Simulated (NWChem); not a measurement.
C2F3, doublet; SMILES F[C]=C(F)F

In the optimisation the excess spin sits in a' (Cs, its own frame).

Give the equilibrium geometry at PBE0/def2-SVP, spin-unrestricted (NWChem) as a Z-matrix, with the point group.

point group Cs; any orientation.
```
C
F 1 1.3086
F 1 1.3145 2 112.16
C 1 1.3207 2 122.95 3 180.00
F 4 1.2952 1 129.95 2 180.00
```
